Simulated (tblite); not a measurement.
Compound: C3H10F2OSi2.
Numbering: `[F:1][CH:2]([F:3])[O:4][CH2:5][CH:6]([SiH3:7])[SiH3:8]` (hydrogens: H9 on C2; H10, H11 on C5; H12 on C6; H13, H14, H15 on Si7; H16, H17, H18 on Si8)

A start from a force field or distance geometry was refined with GFN2-xTB geometry optimisation, gas phase (tblite 0.8.0). Values at the start:

| coordinate | start |
| --- | --- |
| F1–C2 | 1.375 Å |
| C2–F3 | 1.414 Å |
| C2–O4 | 1.378 Å |
| C2–H9 | 1.086 Å |
| O4–C5 | 1.353 Å |
| C5–C6 | 1.517 Å |
| C5–H10 | 1.109 Å |
| C6–Si7 | 1.871 Å |
| C6–Si8 | 1.878 Å |
| C6–H12 | 1.088 Å |
| Si7–H13 | 1.476 Å |
| Si7–H15 | 1.485 Å |
| F1–C2–F3 | 110.0° |
| F1–C2–O4 | 108.7° |
| C2–O4–C5 | 111.1° |
| F3–C2–O4 | 108.2° |
| O4–C5–C6 | 111.4° |
| C5–C6–Si7 | 104.9° |
| Si7–C6–Si8 | 111.2° |
| F1–C2–O4–C5 | -119° |
| C2–O4–C5–C6 | 63° |
| O4–C5–C6–Si7 | -179° |

Problem. How do these coordinates change at the GFN2-xTB level?

Solution. 
| coordinate | GFN2-xTB (Å or °) | change |
| --- | --- | --- |
| O4–C5 | 1.433 | +0.080 |
| C2–F3 | 1.344 | -0.070 |
| C2–O4 | 1.337 | -0.041 |
| C6–Si8 | 1.915 | +0.037 |
| C6–Si7 | 1.905 | +0.034 |
| C2–H9 | 1.110 | +0.024 |
| Si7–H15 | 1.468 | -0.017 |
| Si7–H13 | 1.460 | -0.016 |
| F1–C2 | 1.365 | -0.010 |
| C5–H10 | 1.100 | -0.009 |
| C6–H12 | 1.095 | +0.007 |
| C5–C6 | 1.516 | -0.001 |
| C5–C6–Si7 | 110.3 | +5.4 |
| F1–C2–F3 | 105.0 | -5.0 |
| C2–O4–C5 | 115.9 | +4.8 |
| F1–C2–O4 | 112.9 | +4.2 |
| Si7–C6–Si8 | 114.3 | +3.1 |
| O4–C5–C6 | 113.1 | +1.7 |
| F3–C2–O4 | 109.0 | +0.8 |
| F1–C2–O4–C5 | -88 | +31 |
| C2–O4–C5–C6 | 77 | +14 |
| O4–C5–C6–Si7 | 178 | -3 |

The energy falls by 0.659 eV over 111 L-BFGS steps, the largest force on an atom goes from 2.69 to 0.008 eV/Å, and the atoms move by 0.388 Å rms after alignment. The bond that changes most is O4–C5 (ether oxygen to sp3 carbon bound to oxygen), which lengthens by 0.080 Å. Bonds longer at the end by more than 0.005 Å: 7 of 17; shorter: 9. Among the dihedrals that turn most is F3–C2–O4–C5, from 122° to 156°. Rotational constants go from 2206, 786.7, 660.0 to 2323, 720.2, 634.1 MHz.

The run took 1.4 s of wall time on an Arm Neoverse N1 with one thread, no GPU, on a shared host.

Its GFN2-xTB frequencies are all real (lowest 36 cm⁻¹). The numbers are those of one conformer. 3 starts were optimised and ended at 0.00, 0.46 and 0.74 kcal/mol (GFN2-xTB); the lowest of these is shown.

All values are computed, not measured.
